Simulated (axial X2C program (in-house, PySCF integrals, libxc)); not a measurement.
Results of a calculation; reference values are marked as such.
## YO: input and output of an EOM-EA-CCSD run

Program: an axial X2C code built on PySCF integrals.

Input and command:
```json
{"zs": [39, 8], "q": 0, "bas": ["dyall-acv3z", "dyall-av3z"], "r0": 1.87, "eom": "ea", "thr": -2.0, "nmax": 92, "grid": [1, 0.96, 1.045, 0.92, 1.09, 1.15]}
```
```bash
python soeom.py task.json out
```

Keys: zs atomic numbers; q charge; bas basis sets; r0 starting distance in Å; eom kind of EOM run; thr threshold in hartree for freezing inner shells (an s shell follows its p shell); nmax most natural virtual spinors; grid distances as factors.

Output at R = 1.775 Å (near the PBE0 minimum at charge 0 of the determinant lowest at the starting distance; the state shown can have its own minimum elsewhere), reference YO⁺:

```
two-component X2C + atomic mean field  HF
basis functions 224  fitting functions 1063  grid points 5076
iter        total energy     max residual
   1      -3456.459521334     2.54e-01
   2      -3456.484091933     1.04e-02
   3      -3456.483382408     1.16e-02
   4      -3456.486756746     1.02e-03
   5      -3456.486790233     2.43e-04
   6      -3456.486793274     7.81e-05
   7      -3456.486793566     2.85e-05
   8      -3456.486793623     9.15e-06
   9      -3456.486793634     3.47e-06
  10      -3456.486793636     1.64e-06
  11      -3456.486793637     5.75e-07
converged
one-electron -4952.50244511  Coulomb 1521.07575997  exact exchange -116.61133382  xc functional 0.00000000  nuclear repulsion 93.01593792  atomic mean-field constant -1.46471260
correlated 16  virtual 328  natural virtual 88  E(MP2) -0.556462630  MP2 remainder -0.098114118
iter   CCSD correlation   residual
   1     -0.417257569   2.73e-01
   2     -0.439559306   2.02e-01
   3     -0.443587572   3.31e-02
   4     -0.444556170   1.48e-02
   5     -0.444647164   5.87e-03
   6     -0.444661298   2.30e-03
   7     -0.444641355   1.02e-03
   8     -0.444624475   5.78e-04
   9     -0.444642656   3.25e-04
  10     -0.444639794   1.77e-04
  11     -0.444640692   8.23e-05
  12     -0.444640360   3.80e-05
  13     -0.444639233   1.47e-05
  14     -0.444639295   7.58e-06
  15     -0.444639211   4.32e-06
  16     -0.444639130   1.90e-06
  17     -0.444639146   9.08e-07
(T) -0.019312880  T1 0.0385  D1 0.0640  max T2 0.041
EOM-EA-CCSD roots
2*Omega      energy/Eh   energy/eV  one-particle weight
    1      -0.22467762     -6.1138      0.982
    1      -0.14958530     -4.0704      0.985
    1      -0.12475304     -3.3947      0.985
    1      -0.07696994     -2.0945      0.997
    1      -0.06532448     -1.7776      0.991
    3      -0.14927200     -4.0619      0.974
    3      -0.14766147     -4.0181      0.986
    3      -0.06484223     -1.7644      0.991
    3      -0.05288058     -1.4390      0.997
    5      -0.14767383     -4.0184      0.974
    5       0.11493335      3.1275      0.970
    7       0.14857238      4.0429      0.000
```
T1 in the output is the amplitude norm over the root of the electron number; divide by √2 for the Lee–Taylor value.

Reference electrons by ω block (each with its −ω partner): 1/2: 16, 3/2: 6, 5/2: 1. Root energies count from the CCSD energy of the reference. The reference has large amplitudes (orbital relaxation or multireference character). Roots of positive energy are unbound. The reference need not be the lowest state of its species. All roots sought are printed; those with a small one-particle weight need a further excitation, are placed far too high, and may in truth lie low or lowest. Inner shells are frozen, and levels at this size can be off by some tenths of an eV.
